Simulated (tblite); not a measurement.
Task: Give a GFN2-xTB geometry of InChI=1S/C17H11N/c1-2-6-15-12(4-1)7-8-13-9-10-14-5-3-11-18-17(14)16(13)15/h1-11H.

Result: 
```
atom  x, y, z in Å
C1     3.474   -2.104   -0.336
C2     2.212   -2.675   -0.158
C3     1.092   -1.889   -0.054
C4     1.166   -0.484   -0.122
C5     2.454    0.086   -0.302
C6     3.586   -0.742   -0.406
C7     2.609    1.493   -0.381
C8     1.532    2.307   -0.283
C9     0.228    1.778   -0.102
C10   -0.853    2.693   -0.009
C11   -2.125    2.267    0.165
C12   -2.394    0.880    0.255
C13   -3.706    0.407    0.436
C14   -3.940   -0.940    0.521
C15   -2.835   -1.792    0.422
N16   -1.609   -1.379    0.254
C17   -1.335   -0.067    0.166
C18    0.021    0.387   -0.018
H19    4.348   -2.733   -0.417
H20    2.116   -3.749   -0.102
H21    0.128   -2.346    0.082
H22    4.552   -0.276   -0.543
H23    3.601    1.897   -0.519
H24    1.643    3.381   -0.341
H25   -0.631    3.749   -0.081
H26   -2.949    2.962    0.236
H27   -4.514    1.122    0.505
H28   -4.933   -1.339    0.660
H29   -2.959   -2.867    0.482
```

Any rigid rotation of these coordinates is as good. Atoms count from 1 in this order. Of the pairs four or more bonds apart, N16···H21 is among the closest relative to their van der Waals radii: 2.00 Å, 73 % of the sum of Bondi's values. The 6-membered ring C9–C10–C11–C12–C17–C18 has internal angles of 117.2° to 121.4°; it is planar, 0.00 Å rms from its mean plane, widest ring torsion 0°. The C–C distances run from 1.353 Å (C7–C8, aromatic) to 1.442 Å (C4–C18, aromatic), a spread of 0.089 Å. The 6-membered ring C1–C2–C3–C4–C5–C6 has internal angles of 117.0° to 121.7°; it is planar, 0.00 Å rms from its mean plane, widest ring torsion 0°.

Bonds between heavy atoms (Å): C1–C2 1.397, C2–C3 1.371, C3–C4 1.409, C4–C5 1.421, C5–C6 1.406, C5–C7 1.417, C7–C8 1.353, C8–C9 1.419, C9–C10 1.420, C10–C11 1.353, C11–C12 1.415, C12–C13 1.406, C13–C14 1.370, C14–C15 1.399, C15–N16 1.305, N16–C17 1.343, C17–C18 1.442, C1–C6 1.368, C9–C18 1.409, C4–C18 1.442, C12–C17 1.423.

Computed geometry: GFN2-xTB, gas phase.

Point group: Cs (tolerance 0.08 Å). Its GFN2-xTB frequencies are all real (lowest 29 cm⁻¹).
